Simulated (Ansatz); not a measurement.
`C[O][Sn]([Cl])([Cl])[Cl]` → `[Cl][SnH]([Cl])[Cl]` + `C=O` at 700 K and 1 bar (β-hydride elimination).

Isolated molecules relaxed with PBE0-D4/def2-TZVP in Ansatz; ΔE leaves out vibrations. CCSD(T)/CBS is the MP2 limit (def2-TZVPP, def2-QZVPP) plus CCSD(T) − MP2 in def2-TZVPP, frozen cores. This one scheme is used for every species. Elements past krypton have def2 core potentials. For Sn outer-core shells are correlated without core-valence functions, which leaves a few kJ/mol of doubt a bond. Each species was taken in one conformer, which may not be the lowest.

| species | CCSD(T)/CBS energy (Eh) | H − E (kJ/mol) | S (J/(mol·K)) |
| --- | --- | --- | --- |
| `C[O][Sn]([Cl])([Cl])[Cl]` | -1708.53518 | 204.7 | 550.6 |
| `[Cl][SnH]([Cl])[Cl]` | -1594.09169 | 84.4 | 425.1 |
| `C=O` | -114.39408 | 97.4 | 254.3 |

H − E and S are ideal-gas, rigid-rotor, harmonic terms from PBE0-D4/def2-TZVP, for one conformer and one mirror image of each species. 1 Eh = 2625.50 kJ/mol, R = 8.31446 J/(mol·K).

Q: By hand: ΔE, ΔH, ΔS and ΔG.

A: ΔE = (-1594.09169) + (-114.39408) − (-1708.53518) = 0.04941 Eh = 129.7 kJ/mol. Δ(H − E) = 84.4 + 97.4 − 204.7 = -22.9, so ΔH = 106.8 kJ/mol. ΔS = 425.1 + 254.3 − 550.6 = 128.8 J/(mol·K). ΔG = 106.8 − 700 × (128.8)/1000 = 16.6 kJ/mol.

Q: By hand: the equilibrium constant, and the temperature at which ΔG would vanish if ΔH and ΔS stayed fixed.

A: log₁₀ K = −ΔG/(RT ln 10) = -1.2. ΔG = 0 at ΔH/ΔS = 829 K.

The number of gas molecules changes by +1, which sets the sign of ΔS. A doubt of 5 kJ/mol in ΔE shifts log₁₀ K by 0.4 here. Other conformers and mirror images would add mixing entropy, several J/(mol·K) or more a flexible species. Modes under 60 cm⁻¹, often nearly free rotors, make the harmonic entropy too high. These are equilibria of isolated gas molecules and say nothing of rates. Largest T1 diagnostic: 0.015 (customary marks: 0.02 for closed shells, 0.045 for open ones).
